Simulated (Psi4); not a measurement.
A dimer, C3H6 ··· H3O+ (SMILES C1CC1 and [OH3+]) (charge +1); the first 9 atoms form monomer A.

```
13

C     -0.5702    -0.6542    -0.0160
C      0.8390    -0.1515    -0.1631
C     -0.2687     0.8057     0.1791
H     -0.8109    -1.2450     0.8574
H     -1.1012    -0.9486    -0.9111
H      1.2615    -0.1058    -1.1577
H      1.5517    -0.4021     0.6109
H     -0.5957     1.4989    -0.5840
H     -0.3054     1.2027     1.1845
O     -3.0170     0.5198     0.7288
H     -3.2903     1.4598     0.6629
H     -2.0840     0.3660     0.4670
H     -3.6480    -0.1003     0.3047
```

Task: What interaction energy does SAPT0/jun-cc-pVDZ, frozen core (Psi4) give, and which attractive term is the largest?

Result: Total -68.78 kJ/mol: electrostatics -48.82, exchange 77.22, induction -80.55, dispersion -16.64. The most attractive term is induction.
